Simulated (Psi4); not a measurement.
Job for Psi4: SAPT0/jun-cc-pV(D+d)Z on C2H10OSi (a complex).

```
memory 1800 MB

molecule dimer {
0 1
C     0.33690447   -0.27052916   -0.27642208
O     0.52992809    0.78422274    0.65793276
H    -0.21442391   -1.10856820    0.16176226
H     1.32677896   -0.62096859   -0.56477889
H    -0.18588020    0.07090175   -1.17587299
H    -0.33089921    1.10811658    0.94282948
--
0 1
C     1.31223371    0.35261446    3.99110318
Si   -0.40749598   -0.29946120    3.64883020
H     1.78046671    0.65884567    3.05534824
H     1.93201472   -0.41509169    4.45821382
H     1.27759705    1.21262539    4.66245499
H    -1.26075707    0.74295086    3.01836124
H    -1.08141625   -0.71255276    4.90584942
H    -0.37611731   -1.47276588    2.74297008
units angstrom
symmetry c1
no_reorient
no_com
}

set {
  basis jun-cc-pV(D+d)Z
  scf_type df
  freeze_core true
}

energy('sapt0')
```

It printed:

```
[...]
==> Input File <==

--------------------------------------------------------------------------
memory 1800 MB

molecule dimer {
0 1
C     0.33690447   -0.27052916   -0.27642208
O     0.52992809    0.78422274    0.65793276
H    -0.21442391   -1.10856820    0.16176226
H     1.32677896   -0.62096859   -0.56477889
H    -0.18588020    0.07090175   -1.17587299
H    -0.33089921    1.10811658    0.94282948
--
0 1
C     1.31223371    0.35261446    3.99110318
Si   -0.40749598   -0.29946120    3.64883020
H     1.78046671    0.65884567    3.05534824
H     1.93201472   -0.41509169    4.45821382
H     1.27759705    1.21262539    4.66245499
H    -1.26075707    0.74295086    3.01836124
H    -1.08141625   -0.71255276    4.90584942
H    -0.37611731   -1.47276588    2.74297008
units angstrom
symmetry c1
no_reorient
no_com
}

set {
  basis jun-cc-pV(D+d)Z
  scf_type df
  freeze_core true
}

energy('sapt0')
--------------------------------------------------------------------------


   => Loading Basis Set <=

    Name: JUN-CC-PV(D+D)Z
    Role: ORBITAL
    Keyword: BASIS
    atoms 1, 7      entry C          line   188 file jun-cc-pv_dpd_z.gbs
    atoms 2         entry O          line   256 file jun-cc-pv_dpd_z.gbs
    atoms 3-6, 9-14 entry H          line    60 file jun-cc-pv_dpd_z.gbs
    atoms 8         entry SI         line   566 file jun-cc-pv_dpd_z.gbs

   => Loading Basis Set <=

    Name: JUN-CC-PV(D+D)Z
    Role: ORBITAL
    Keyword: BASIS
    atoms 1, 7      entry C          line   188 file jun-cc-pv_dpd_z.gbs
    atoms 2         entry O          line   256 file jun-cc-pv_dpd_z.gbs
    atoms 3-6, 9-14 entry H          line    60 file jun-cc-pv_dpd_z.gbs
    atoms 8         entry SI         line   566 file jun-cc-pv_dpd_z.gbs


  //>>>>>>>>>>>>>>>>>>>>>>>>>>>>>>>>>>>//
  //              Dimer HF             //
  //<<<<<<<<<<<<<<<<<<<<<<<<<<<<<<<<<<<//

   => Libint2 <=

    Primary   basis highest AM E, G, H:  7, 6, 3
    Auxiliary basis highest AM E, G, H:  7, 7, 4
    Onebody   basis highest AM E, G, H:  -, -, -
    Solid Harmonics ordering:            Gaussian


   => Loading Basis Set <=

    Name: JUN-CC-PV(D+D)Z
    Role: ORBITAL
    Keyword: BASIS
    atoms 1, 7      entry C          line   188 file jun-cc-pv_dpd_z.gbs
    atoms 2         entry O          line   256 file jun-cc-pv_dpd_z.gbs
    atoms 3-6, 9-14 entry H          line    60 file jun-cc-pv_dpd_z.gbs
    atoms 8         entry SI         line   566 file jun-cc-pv_dpd_z.gbs


         ---------------------------------------------------------
                                   SCF
               by Justin Turney, Rob Parrish, Andy Simmonett
                          and Daniel G. A. Smith
                              RHF Reference
                        1 Threads,   1716 MiB Core
         ---------------------------------------------------------

  ==> Geometry <==

    Molecular point group: c1
    Full point group: C1

    Geometry (in Angstrom), charge = 0, multiplicity = 1:

       Center              X                  Y                   Z               Mass
    ------------   -----------------  -----------------  -----------------  -----------------
         C            0.336904470000    -0.270529160000    -0.276422080000    12.000000000000
         O            0.529928090000     0.784222740000     0.657932760000    15.994914619570
         H           -0.214423910000    -1.108568200000     0.161762260000     1.007825032230
         H            1.326778960000    -0.620968590000    -0.564778890000     1.007825032230
         H           -0.185880200000     0.070901750000    -1.175872990000     1.007825032230
         H           -0.330899210000     1.108116580000     0.942829480000     1.007825032230
         C            1.312233710000     0.352614460000     3.991103180000    12.000000000000
         SI          -0.407495980000    -0.299461200000     3.648830200000    27.976926534650
         H            1.780466710000     0.658845670000     3.055348240000     1.007825032230
         H            1.932014720000    -0.415091690000     4.458213820000     1.007825032230
         H            1.277597050000     1.212625390000     4.662454990000     1.007825032230
         H           -1.260757070000     0.742950860000     3.018361240000     1.007825032230
         H           -1.081416250000    -0.712552760000     4.905849420000     1.007825032230
         H           -0.376117310000    -1.472765880000     2.742970080000     1.007825032230

  Running in c1 symmetry.

  Rotational constants: A =      0.25681  B =      0.02470  C =      0.02341 [cm^-1]
  Rotational constants: A =   7698.96918  B =    740.56490  C =    701.85644 [MHz]
  Nuclear repulsion =  169.106795713457529

  Charge       = 0
  Multiplicity = 1
  Electrons    = 44
  Nalpha       = 22
  Nbeta        = 22

  ==> Algorithm <==

  SCF Algorithm Type is DF.
  DIIS enabled.
  MOM disabled.
  Fractional occupation disabled.
  Guess Type is SAD.
  Energy threshold   = 1.00e-08
 
[...]
:  -330.29945774911454

   => Energetics <=

    Nuclear Repulsion Energy =             62.9003020248394122
    One-Electron Energy =                -580.5005783880646959
    Two-Electron Energy =                 187.3008186141106819
    Total Energy =                       -330.2994577491145947

Computation Completed


Properties will be evaluated at   0.000000,   0.000000,   0.000000 [a0]

Properties computed using the SCF density matrix


 Multipole Moments:

 ------------------------------------------------------------------------------------
     Multipole            Electronic (a.u.)      Nuclear  (a.u.)        Total (a.u.)
 ------------------------------------------------------------------------------------

 L = 1.  Multiply by 2.5417464519 to convert [e a0] to [Debye]
 Dipole X            :         -8.0944977            8.3908496            0.2963520
 Dipole Y            :          3.9971719           -3.8980485            0.0991233
 Dipole Z            :       -184.9027528          184.9539959            0.0512432
 Magnitude           :                                                    0.3166635

 ------------------------------------------------------------------------------------

  Constructing Basis Sets for SAPT...

   => Loading Basis Set <=

    Name: (JUN-CC-PV(D+D)Z AUX)
    Role: RIFIT
    Keyword: DF_BASIS_SAPT
    atoms 1, 7      entry C          line   100 file jun-cc-pvdz-ri.gbs
    atoms 2         entry O          line   188 file jun-cc-pvdz-ri.gbs
    atoms 3-6, 9-14 entry H          line    30 file jun-cc-pvdz-ri.gbs
    atoms 8         entry SI         line   376 file jun-cc-pvdz-ri.gbs

   => Loading Basis Set <=

    Name: (JUN-CC-PV(D+D)Z AUX)
    Role: JKFIT
    Keyword: DF_BASIS_ELST
    atoms 1, 7      entry C          line   146 file jun-cc-pvdz-jkfit.gbs
    atoms 2         entry O          line   258 file jun-cc-pvdz-jkfit.gbs
    atoms 3-6, 9-14 entry H          line    70 file jun-cc-pvdz-jkfit.gbs
    atoms 8         entry SI         line   506 file jun-cc-pvdz-jkfit.gbs


  //>>>>>>>>>>>>>>>>>>>>>>>>>>>>>>>>>>>//
  //               SAPT0               //
  //<<<<<<<<<<<<<<<<<<<<<<<<<<<<<<<<<<<//



        SAPT0
    Ed Hohenstein
     6 June 2009

      Orbital Information
  --------------------------
    NSO        =       131
    NMO        =       131
    NRI        =       420
    NRI (Elst) =       588
    NOCC A     =         9
    NOCC B     =        13
    FOCC A     =         2
    FOCC B     =         6
    NVIR A     =       122
    NVIR B     =       118

    Elst10,r            =    -0.005637200355 [Eh]
    Exch10              =     0.007119261191 [Eh]
    Exch10 (S^2)        =     0.007105998536 [Eh]

    Maxiter = 50
    CPHF R converge = 1.000000E-08

    Iter     Energy [mEh]          dE [mEh]         Residual      Time [s]
       1      -0.82691216       0.826912158     4.371752e-03             0
       2      -1.06798578       0.241073626     9.590940e-04             0
       3      -1.06200556      -0.005980223     3.441127e-04             0
       4      -1.06022167      -0.001783889     9.307596e-05             0
       5      -1.06066391       0.000442238     3.275455e-05             0
       6      -1.06080264       0.000138733     1.128586e-05             0
       7      -1.06078399      -0.000018652     3.524658e-06             0
       8      -1.06076342      -0.000020570     6.694747e-07             0
       9      -1.06076824       0.000004823     1.371707e-07             0
      10      -1.06076764      -0.000000608     2.819118e-08             0
      11      -1.06076767       0.000000029     7.069767e-09             0

    CHF Iterations converged

    Maxiter = 50
    CPHF R converge = 1.000000E-08

    Iter     Energy [mEh]          dE [mEh]         Residual      Time [s]
       1      -1.26872243       1.268722430     5.488888e-03             0
       2      -1.57289580       0.304173365     1.520873e-03             0
       3      -1.58551217       0.012616373     4.010870e-04             0
       4      -1.57930721      -0.006204953     1.066527e-04             0
       5      -1.57852848      -0.000778732     2.291755e-05             0
       6      -1.57890529       0.000376805     3.740479e-06             0
       7      -1.57887480      -0.000030484     7.837090e-07             0
       8      -1.57887311      -0.000001699     1.845956e-07             0
       9      -1.57887445       0.000001343     3.394632e-08             0
      10      -1.57887433      -0.000000122     5.748148e-09             0

    CHF Iterations converged

    Ind20,r (A<-B)      =    -0.001060767665 [Eh]
    Ind20,r (B<-A)      =    -0.001578874327 [Eh]
    Ind20,r             =    -0.002639641992 [Eh]
    Exch-Ind20,r (A<-B) =     0.000852172029 [Eh]
    Exch-Ind20,r (B<-A) =     0.000978772631 [Eh]
    Exch-Ind20,r        =     0.001830944659 [Eh]
    Disp20              =    -0.003710242341 [Eh]
    Disp20 (SS)         =    -0.001855121171 [Eh]
    Disp20 (OS)         =    -0.001855121171 [Eh]
    Exch-Disp20         =     0.000469264686 [Eh]
    Exch-Disp20 (SS)    =     0.000261824629 [Eh]
    Exch-Disp20 (OS)    =     0.000207440056 [Eh]

    SAPT Results
  --------------------------------------------------------------------------------------------------------
    Electrostatics                 -5.63720035 [mEh]      -3.53739663 [kcal/mol]     -14.80046749 [kJ/mol]
      Elst10,r                     -5.63720035 [mEh]      -3.53739663 [kcal/mol]     -14.80046749 [kJ/mol]

    Exchange                        7.11926119 [mEh]       4.46740384 [kcal/mol]      18.69161768 [kJ/mol]
      Exch10                        7.11926119 [mEh]       4.46740384 [kcal/mol]      18.69161768 [kJ/mol]
      Exch10(S^2)                   7.10599854 [mEh]       4.45908140 [kcal/mol]      18.65679659 [kJ/mol]

    Induction                      -1.25219885 [mEh]      -0.78576664 [kcal/mol]      -3.28764762 [kJ/mol]
      Ind20,r                      -2.63964199 [mEh]      -1.65640036 [kcal/mol]      -6.93037910 [kJ/mol]
      Exch-Ind20,r                  1.83094466 [mEh]       1.14893512 [kcal/mol]       4.80714454 [kJ/mol]
      delta HF,r (2)               -0.44350151 [mEh]      -0.27830140 [kcal/mol]      -1.16441306 [kJ/mol]

    Dispersion                     -3.24097766 [mEh]      -2.03374418 [kcal/mol]      -8.50918566 [kJ/mol]
      Disp20                       -3.71024234 [mEh]      -2.32821222 [kcal/mol]      -9.74123993 [kJ/mol]
      Exch-Disp20                   0.46926469 [mEh]       0.29446804 [kcal/mol]       1.23205426 [kJ/mol]
      Disp20 (SS)                  -1.85512117 [mEh]      -1.16410611 [kcal/mol]      -4.87061996 [kJ/mol]
      Disp20 (OS)                  -1.85512117 [mEh]      -1.16410611 [kcal/mol]      -4.87061996 [kJ/mol]
      Exch-Disp20 (SS)              0.26182463 [mEh]       0.16429744 [kcal/mol]       0.68742047 [kJ/mol]
      Exch-Disp20 (OS)              0.20744006 [mEh]       0.13017060 [kcal/mol]       0.54463379 [kJ/mol]

  Total HF                          0.22986199 [mEh]       0.14424058 [kcal/mol]       0.60350257 [kJ/mol]
  Total SAPT0                      -3.01111566 [mEh]      -1.88950361 [kcal/mol]      -7.90568309 [kJ/mol]

  Special recipe for scaled SAPT0 (see Manual):
    Electrostatics sSAPT0          -5.63720035 [mEh]      -3.53739663 [kcal/mol]     -14.80046749 [kJ/mol]
    Exchange sSAPT0                 7.11926119 [mEh]       4.46740384 [kcal/mol]      18.69161768 [kJ/mol]
    Induction sSAPT0               -1.24192786 [mEh]      -0.77932150 [kcal/mol]      -3.26068115 [kJ/mol]
    Dispersion sSAPT0              -3.23834524 [mEh]      -2.03209232 [kcal/mol]      -8.50227425 [kJ/mol]
  Total sSAPT0                     -2.99821226 [mEh]      -1.88140660 [kcal/mol]      -7.87180521 [kJ/mol]
  --------------------------------------------------------------------------------------------------------



*** Psi4 exiting successfully. Buy a developer a beer!
```

The run finished.

Cost: very roughly 6 core-seconds.
